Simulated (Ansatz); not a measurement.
`[F][Ti]([F])([Cl])[SeH]` + H–F → `[F][Ti]([F])([F])[SeH]` + HCl at 500 K and 1 bar (ligand exchange at a Ti–Cl bond).

Computed with Ansatz on PBE0-D4/def2-TZVP structures; ΔE is electronic, products minus reactants. CCSD(T)/CBS adds triple-zeta CCSD(T) − MP2 to the extrapolated MP2 energy (def2 sets, frozen cores). This one scheme is used for every species. For Se, Ti outer-core shells are correlated without core-valence functions, which leaves a few kJ/mol of doubt a bond. Scalar relativity is left out up to krypton. Each species was taken in one conformer, which may not be the lowest.

```csv
species,CCSD(T)/CBS energy (Eh),H − E (kJ/mol),S (J/(mol·K))
`[F][Ti]([F])([Cl])[SeH]`,-3909.82967,82.1,437.5
H–F,-100.39570,39.4,188.7
`[F][Ti]([F])([F])[SeH]`,-3549.84726,83.1,427.6
HCl,-460.38127,32.5,201.9
```

H − E and S are ideal-gas, rigid-rotor, harmonic terms from PBE0-D4/def2-TZVP, for one conformer and one mirror image of each species. 1 Eh = 2625.50 kJ/mol, R = 8.31446 J/(mol·K).

Problem. By hand: ΔE, ΔH, ΔS and ΔG.

Solution. ΔE = (-3549.84726) + (-460.38127) − (-3909.82967) − (-100.39570) = -0.00316 Eh = -8.3 kJ/mol. Δ(H − E) = 83.1 + 32.5 − 82.1 − 39.4 = -5.9, so ΔH = -14.2 kJ/mol. ΔS = 427.6 + 201.9 − 437.5 − 188.7 = 3.3 J/(mol·K). ΔG = -14.2 − 500 × (3.3)/1000 = -15.8 kJ/mol.

Problem. By hand: the equilibrium constant, and the temperature at which ΔG would vanish if ΔH and ΔS stayed fixed.

Solution. log₁₀ K = −ΔG/(RT ln 10) = 1.7. ΔH and −TΔS have one sign here, so there is no such temperature.

The number of gas molecules stays the same, so ΔS is small and ΔH decides. A doubt of 5 kJ/mol in ΔE shifts log₁₀ K by 0.5 here. Other conformers and mirror images would add mixing entropy, several J/(mol·K) or more a flexible species. These are equilibria of isolated gas molecules and say nothing of rates. Largest T1 diagnostic: 0.024 (customary marks: 0.02 for closed shells, 0.045 for open ones).

ΔS is within the doubt of such terms, so its sign, and with it that verdict, could turn.
